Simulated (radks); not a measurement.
The numbers below are computed, except where a source is named.
Effect of the nuclear size on the oxygen ion O+, [He] 2s2 2p3. Level of theory: Dirac Kohn-Sham, exchange-only LDA, spin-unpolarised, spherical densities, finite nucleus; open shells are shared between the two j in proportion to 2j + 1; Fermi nuclear charge, rms radius 2.6991 fm (a radial shooting solver on a logarithmic mesh with Libxc functionals). The rms radius is varied about that value; shifts are against it.

| rms radius (fm) | total energy shift (eV) | density at nucleus (e/bohr^3) | 1s1/2 shift (meV) |
|---|---|---|---|
| 2.359 | -0.0000894 | 318.5 | -0.035 |
| 2.4346 | -0.0000705 | 318.4 | -0.028 |
| 2.6991 | 0 | 318.3 | 0.000 |
| 2.8529 | 0.0000442 | 318.2 | 0.017 |
| 3.2524 | 0.000170 | 318 | 0.067 |

Slopes of the eigenvalues against <r^2> in GHz/fm^2, as finite differences over the two radii next to the reference (eigenvalue slopes, not the field-shift constants of lines): 1s1/2 4.92.
